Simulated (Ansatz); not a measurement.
```xyz
15

C    -0.508    1.540   -0.052
Si   -0.314    0.422    1.445
C     0.982   -0.852    0.970
Si    0.559   -1.458   -0.770
Si   -0.610    0.424   -1.575
H     0.386    2.168   -0.137
H    -1.371    2.204    0.032
H    -1.607   -0.274    1.703
H     0.056    1.178    2.675
H     1.961   -0.360    0.942
H     1.045   -1.672    1.689
H    -0.313   -2.663   -0.702
H     1.775   -1.816   -1.553
H    -2.030    0.100   -1.887
H    -0.010    1.060   -2.780
```

Charge 0, multiplicity 1.

Problem. List the PBE0/def2-TZVPP orbital energies in eV (the Gaussian-basis code of Ansatz). (Estimate.)

Solution. Computed: Occupied: -1802.36, -1802.31, -1802.31, -277.90, -277.90, -144.69, -144.66, -144.66, -99.35, -99.34, -99.34, -99.32, -99.31, -99.31, -99.31, -99.31, -99.30, -20.22, -19.19, -15.15, -14.06, -13.43, -12.30, -11.61, -11.17, -9.81, -9.67, -9.16, -9.07, -8.64, -8.47, -7.69. Lowest empty: -0.10, -0.01, 0.58, 1.11, 1.11, 1.53, 1.87, 2.18.
